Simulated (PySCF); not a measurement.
C3H10OSi2, SMILES C=C[C@H]([SiH3])[SiH2]O.

Geometry optimised at PBE-D3(BJ)/def2-SVP. The structure was generated by enumeration; whether it is a known compound was not checked. The values are those of a single conformer.

Calculation: TDA-PBE/def2-SVPD (PySCF 2.14.0).

Vertical excitations. The molecule is in vacuum.

### Question
List the lowest excited states. (Estimate from the structure and the level; the computed values follow.)

### Answer

```csv
state,energy (eV),λ (nm),f,main pairs
S1,5.06,245,0.022,"HOMO→LUMO 51 %, HOMO→LUMO+1 48 %"
S2,5.87,211,0.012,HOMO→LUMO+2 86 %
S3,5.91,210,0.079,"HOMO−1→LUMO 55 %, HOMO→LUMO+1 17 %, HOMO→LUMO+2 13 %, HOMO→LUMO 11 %"
S4,6.36,195,0.140,"HOMO→LUMO+3 40 %, HOMO−1→LUMO 18 %, HOMO→LUMO+1 9 %, HOMO−1→LUMO+1 8 %"
S5,6.36,195,0.062,"HOMO→LUMO+3 54 %, HOMO−1→LUMO 11 %, HOMO→LUMO+4 8 %"
S6,6.45,192,0.005,HOMO−2→LUMO 90 %
T1,4.02,309,0,HOMO→LUMO 84 %
T2,5.09,244,0,"HOMO→LUMO+1 84 %, HOMO→LUMO 14 %"
```
Triplets are in the Tamm–Dancoff approximation.
